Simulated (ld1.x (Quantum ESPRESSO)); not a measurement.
**Which change was made? (Bi, TM)**

* Element: bismuth (Bi)
* Generator: ld1.x (Quantum ESPRESSO) 7.5
* Type: norm-conserving Troullier–Martins (Kleinman–Bylander form)
* Functional: PBE
* Relativity: scalar-relativistic
* Frozen core: [Xe] 4f14 5d10
* Valence charge: 5
* Reference configuration: 6s2 6p2 (charge +1)
* Partial waves: 6p (bound): rc 2.40 bohr; 6s (bound): rc 2.00 bohr
* Local potential: the s channel
* Core correction: Bessel-smoothed model core, default radius (core density twice the valence density)

Cutoffs, loose and tight: the cutoffs (Ry, on a coarse ladder) from which the occupation-weighted sum of valence levels, in a spherical-Bessel basis at the reference potential, stays within 10 and 1 mRy of its value at 400 Ry. They do not see the model core or the augmentation charge, which bear on the density cutoff. Test errors are all-electron minus pseudo excitation energies from the reference, over the configurations 6s2 6p3; 6s2 6p1; 6s2 6p0; 6s1 6p0; 6s1 6p4; 6s2 6p3.3; 6s0 6p5; variants that change the core or the reference have their own tests.

The base gives: outcome: generated; cutoff, loose: 25 Ry; cutoff, tight: 45 Ry; bound ghosts: d; largest test error (meV): -679.

**Question.** After one change the result is: outcome: generated; cutoff, loose: 140 Ry; cutoff, tight: over 300 Ry; bound ghosts: s (extra level of the local part), d; largest test error (meV): -374. Which change was it?
A. wave 6s (bound): rc 2.00 bohr becomes 6s (bound): rc 1.50 bohr
B. wave 6s (bound): rc 2.00 bohr becomes 6s (bound): rc 3.04 bohr
C. wave 6s (bound): rc 2.00 bohr becomes 6s (bound): rc 2.34 bohr
D. wave 6s (bound): rc 2.00 bohr becomes 6s (bound): rc 1.28 bohr

**Answer.** D. The others give: wave 6s (bound): rc 2.00 bohr becomes 6s (bound): rc 2.34 bohr → outcome: generated; cutoff, loose: 21 Ry; cutoff, tight: 30 Ry; bound ghosts: d; largest test error (meV): -681 | wave 6s (bound): rc 2.00 bohr becomes 6s (bound): rc 3.04 bohr → outcome: generated; cutoff, loose: 12 Ry; cutoff, tight: 25 Ry; bound ghosts: d; largest test error (meV): -727 | wave 6s (bound): rc 2.00 bohr becomes 6s (bound): rc 1.50 bohr → outcome: generated; cutoff, loose: 55 Ry; cutoff, tight: 140 Ry; bound ghosts: d; largest test error (meV): -654.
